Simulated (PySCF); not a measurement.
Isomers of C4H8BFO2 and their computed core-level spectra.

The calculation used delta-SCF UKS SCAN, pcX-2 on the ionised atom, pcseg-1 elsewhere, spin-free X2C in PySCF. Geometries: PBE0-D3(BJ)/def2-SVP; isolated species, one conformer each.

Line lists (1s up to Mg, 2p3/2 beyond; areas count atoms within a level, one atom standing for each set equivalent by bonding):
1. B 1s: 197.05 eV; C 1s: 290.04 (area 1), 292.67 (area 2), 293.40 (area 1) eV; O 1s: 538.75 eV; F 1s: 692.90 eV
2. B 1s: 197.12 eV; C 1s: 290.30 (area 1), 290.77 (area 1), 290.87 (area 1), 292.95 (area 1) eV; O 1s: 538.94 eV; F 1s: 692.49 eV
3. B 1s: 197.51 eV; C 1s: 290.92 (area 1), 291.24 (area 1), 292.68 (area 1), 294.86 (area 1) eV; O 1s: 538.95 (area 1), 539.24 (area 1) eV; F 1s: 692.83 eV

Structures:
A. `CC[C@@H]1OBO[C@H]1F`
B. `C1C[C@H](F)[C@@H]1B(O)O`
C. `CB1OCC(F)CO1`

Which list belongs to which compound?

- 1 = C: no other candidate has these counts of sites. B 1s: 197.05 three-coordinate boron; C 1s: 290.04 sp3 carbon bound to boron, 292.67 sp3 carbon bound to oxygen (×2), 293.40 sp3 C–F carbon; O 1s: 538.75 boron-bound oxygen (×2); F 1s: 692.90 alkyl fluorine.
- 2 = B: no other candidate has these counts of sites. B 1s: 197.12 three-coordinate boron; C 1s: 290.30 sp3 carbon bound to boron, 290.77 four-membered-ring carbon, 290.87 four-membered-ring carbon, 292.95 sp3 C–F carbon; O 1s: 538.94 boron-bound oxygen (×2); F 1s: 692.49 alkyl fluorine.
- 3 = A: no other candidate has these counts of sites. B 1s: 197.51 three-coordinate boron; C 1s: 290.92 methyl carbon, 291.24 chain CH2 carbon, 292.68 sp3 carbon bound to oxygen, 294.86 sp3 C–F carbon; O 1s: 538.95 boron-bound oxygen, 539.24 boron-bound oxygen; F 1s: 692.83 alkyl fluorine.
